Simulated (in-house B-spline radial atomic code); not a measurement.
Successive ionisation energies of silver; each step leads to the configuration of the next row (after the last: [Ar] 3d10). Dirac energy differences include first-order Breit, QED and recoil terms. NIST's values go from ground level to ground level; the uncertainty of those that are theory runs from under 0.1 % in few-electron ions to several per cent in heavy many-electron ones. Computed with an all-electron radial atomic-structure program (B-spline basis): Dirac-Hartree-Fock, jj configuration that fills j = l - 1/2 first, finite nuclei.

A number in brackets counts the electrons of a j subshell.

```
  ion                    configuration  ionisation energy (eV)  tabulated value (eV)    tabulated kind  computed minus tabulated (eV)  highest orbital  largest mean radius (bohr)
   Ag                    [Kr] 4d10 5s1                     6.3              7.576234          measured                           -1.2            5s1/2                      3.4512
  Ag+                        [Kr] 4d10                    19.7               21.4844          measured                           -1.8            4d5/2                      1.3761
 Ag2+           [Kr] 4d3/2(4) 4d5/2(5)                    34.0                  34.8    semi-empirical                           -0.8            4d5/2                       1.305
 Ag3+           [Kr] 4d3/2(4) 4d5/2(4)                    49.6                    49  tabulated theory                            0.6            4d5/2                      1.2488
 Ag4+           [Kr] 4d3/2(4) 4d5/2(3)                    66.4                    65  tabulated theory                            1.4            4d5/2                      1.2019
 Ag5+           [Kr] 4d3/2(4) 4d5/2(2)                       ?                     ?  tabulated theory                              ?                ?                           ?
 Ag6+           [Kr] 4d3/2(4) 4d5/2(1)                   102.9                   106  tabulated theory                           -3.1            4d5/2                      1.1259
 Ag7+                    [Kr] 4d3/2(4)                   124.2                   125  tabulated theory                           -0.8            4d3/2                      1.0843
 Ag8+                    [Kr] 4d3/2(3)                   144.7                 145.1  tabulated theory                           -0.4            4d3/2                      1.0555
 Ag9+                    [Kr] 4d3/2(2)                   165.9                   167  tabulated theory                           -1.1            4d3/2                      1.0294
Ag10+                    [Kr] 4d3/2(1)                   188.0                   188  tabulated theory                            0.0            4d3/2                      1.0053
Ag11+                [Ar] 3d10 4s2 4p6                       ?                     ?    semi-empirical                              ?                ?                           ?
Ag12+  [Ar] 3d10 4s2 4p1/2(2) 4p3/2(3)                   295.3                   294  tabulated theory                            1.3            4p3/2                     0.89095
Ag13+  [Ar] 3d10 4s2 4p1/2(2) 4p3/2(2)                   320.9                   321  tabulated theory                           -0.1            4p3/2                     0.87845
Ag14+  [Ar] 3d10 4s2 4p1/2(2) 4p3/2(1)                   347.1                   347  tabulated theory                            0.1            4p3/2                     0.86645
Ag15+           [Ar] 3d10 4s2 4p1/2(2)                   379.2                   381  tabulated theory                           -1.8            4p1/2                     0.83969
Ag16+           [Ar] 3d10 4s2 4p1/2(1)                       ?                     ?    semi-empirical                              ?                ?                           ?
Ag17+                    [Ar] 3d10 4s2                   469.2                   469  tabulated theory                            0.2            4s1/2                     0.79966
Ag18+                    [Ar] 3d10 4s1                   499.6                500.87    semi-empirical                           -1.3            4s1/2                     0.79032
```

(1) Fill in the row of Ag5+.

(2) Fill in the row of Ag11+.

(3) Fill in the row of Ag16+.

(4) Where is the largest jump?

(5) How far is this level of theory from the measured and semi-empirical values?

Answers

(1) ionisation energy (eV): 84.1; tabulated value (eV): 82; computed minus tabulated (eV): 2.1; highest orbital: 4d5/2; largest mean radius (bohr): 1.1615.

(2) ionisation energy (eV): 270.2; tabulated value (eV): 271.46; computed minus tabulated (eV): -1.3; highest orbital: 4p3/2; largest mean radius (bohr): 0.90451.

(3) ionisation energy (eV): 408.0; tabulated value (eV): 408.43; computed minus tabulated (eV): -0.5; highest orbital: 4p1/2; largest mean radius (bohr): 0.82787.

(4) From Ag to Ag+, by a factor of 3.11 (6.3317 to 19.674 eV); the highest orbital goes from 5s1/2 to 4d5/2.

(5) Over those 6 rows the differences run from -1.81 to -0.458 eV (mean absolute value 1.1 eV). The calculation leaves out correlation and, in open shells, the multiplet splittings that an average leaves out.
